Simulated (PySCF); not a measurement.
HS, doublet, at a GFN2-xTB geometry. Base run: CASSCF(5,6)/6-31G* in PySCF.

Input for PySCF:
```python
from pyscf import gto, scf, mcscf
import numpy

mol = gto.M(
    atom='''
S    -0.000000   -0.000000   -0.078263
H     0.000000    0.000000    1.252213
''',
    basis='6-31g*',
    charge=0,
    spin=1,
    verbose=4,
)

mf = scf.ROHF(mol)
mf.kernel()
mc = mcscf.CASSCF(mf, 6, 5)
mc.fix_spin_(ss=0.75)
mc.kernel()
occ = numpy.linalg.eigvalsh(mc.fcisolver.make_rdm1(mc.ci, mc.ncas, mc.nelecas))[::-1]
ss = mc.fcisolver.spin_square(mc.ci, mc.ncas, mc.nelecas)[0]
print('natural occupations', occ.round(4), ' <S^2>', round(ss, 4))
```

The base run was repeated with changes; each row names its change, and settings that it needs were set with it.

| change | ΔE vs base (mEh) | natural occupations | <S^2> of the state |
|---|---|---|---|
| base | 0.000 | 1.98 1.97 1.00 0.03 0.01 0.01 | 0.75 |
| active space = 7 electrons, 9 orbitals | -36.329 | 1.98 1.98 1.96 1.00 0.04 0.01 0.01 0.01 0.01 | 0.75 |
| active space = 7 electrons, 5 orbitals | 15.906 | 2.00 2.00 1.98 1.00 0.03 | 0.75 |
| state_average = 2 states | 9.685 | - | - |
| conv_tol = 1e-5 | 8.014 | 1.99 1.97 1.00 0.02 0.01 0.00 | 0.75 |
| correction = SC-NEVPT2 | -77.681 | 1.98 1.97 1.00 0.03 0.01 0.01 | 0.75 |
| fix_spin_ = off | 0.000 | 1.98 1.97 1.00 0.03 0.01 0.01 | 0.75 |
| solver = newton | 8.014 | 1.99 1.97 1.00 0.02 0.01 0.00 | 0.75 |
| orbitals = fixed (CASCI); correction = SC-NEVPT2 | -74.000 | 2.00 1.98 1.00 0.01 0.00 0.00 | 0.75 |
| orbitals = fixed (CASCI) | 25.109 | 2.00 1.98 1.00 0.01 0.00 0.00 | 0.75 |
| active space = 7 electrons, 8 orbitals | -17.955 | 1.99 1.99 1.97 1.00 0.03 0.01 0.01 0.01 | 0.75 |

Active orbitals are taken around the Fermi level unless the row says otherwise; CASSCF can end in different local minima, and two programs can end on different orbitals. State-averaged rows give the lowest state.

Open shells are given as the SCF converged; they aren't shown to be the lowest states, and a large step between rows can be another state.
